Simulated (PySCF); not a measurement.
System: sum formula H3BO2Br (charge +1, singlet). It need not be the lowest isomer of its formula. SMILES: OB([OH2+])Br
Coordinates optimised at B3LYP-D3(BJ)/def2-TZVP (Ansatz):
```xyz
7

O     -0.3135    -1.9527     0.5522
B      0.2237    -0.7973     0.2315
O      1.7076    -0.9077     0.2882
Br    -0.4413     0.8810    -0.2591
H     -1.2749    -2.0528     0.5644
H      2.3040    -0.1654     0.0864
H      2.1438    -1.7459     0.5350
```
Charge +1, spin multiplicity 1.

Dispersion corrections to the total energy (kcal/mol) from the dftd3 and dftd4 libraries through PySCF: D3(BJ) without and D4 with the three-body term, each with the damping fitted for the functional named.

| functional | D3(BJ) | D4 |
|---|---|---|
| TPSS | -3.53 | -3.44 |
| BLYP | … | -5.71 |
| LC-wPBE | … | -2.83 |
| B2PLYP | -2.36 | -1.76 |
| BHLYP | -3.98 | … |
| revPBE | -7.00 | -8.05 |
| CAM-B3LYP | -2.23 | -2.14 |

**Question.** What belongs in the gaps?

**Answer.** 
- BLYP, D3(BJ): -6.07
- LC-wPBE, D3(BJ): -2.67
- BHLYP, D4: -3.13
